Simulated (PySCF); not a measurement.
C4H7FSi.

```xyz
13

C     -0.3817     3.2841     0.0000
C     -0.3437     1.9417     0.0000
C      0.8875     1.1619     0.0000
C      0.9542    -0.1872     0.0000
Si    -0.4910    -1.3638     0.0000
F      0.1302    -2.8732     0.0000
H      0.5391     3.8759     0.0000
H     -1.3269     3.8317     0.0000
H     -1.2913     1.3878     0.0000
H      1.8157     1.7484     0.0000
H      1.9499    -0.6484     0.0000
H     -1.3408    -1.2228     1.2150
H     -1.3408    -1.2228    -1.2150
```
Charge 0, spin multiplicity 1.

Geometry optimised at B3LYP-D3(BJ)/def2-SVP. The structure was generated by enumeration; whether it is a known compound was not checked. Other conformers were not sampled.

All values below come from PBE/pcSseg-1 (PySCF). Non-relativistic, no solvent.

### Question
Give the absolute GIAO shielding of each atom: isotropic value and principal components (ppm). (The exact figures need the calculation; the answer reports its results.)

### Answer

| atom | σ(iso) | σ11 | σ22 | σ33 | span |
|---|---|---|---|---|---|
| C1 | 50.8 | -51.9 | 51.7 | 152.5 | 204.3 |
| C2 | 36.7 | -73.6 | 40.0 | 143.8 | 217.3 |
| C3 | 24.8 | -82.1 | 22.2 | 134.2 | 216.4 |
| C4 | 47.7 | -48.2 | 46.7 | 144.5 | 192.7 |
| Si5 | 337.7 | 277.1 | 306.0 | 430.1 | 153.0 |
| F6 | 393.8 | 372.6 | 384.9 | 423.8 | 51.1 |
| H7 | 25.7 | 22.8 | 25.5 | 28.9 | 6.1 |
| H8 | 25.6 | 23.2 | 25.1 | 28.4 | 5.2 |
| H9 | 24.9 | 21.9 | 23.6 | 29.4 | 7.4 |
| H10 | 24.4 | 22.1 | 23.4 | 27.8 | 5.8 |
| H11 | 25.3 | 23.3 | 24.7 | 27.8 | 4.5 |
| H12 | 25.4 | 22.1 | 25.0 | 29.0 | 7.0 |
| H13 | 25.4 | 22.1 | 25.0 | 29.0 | 7.0 |
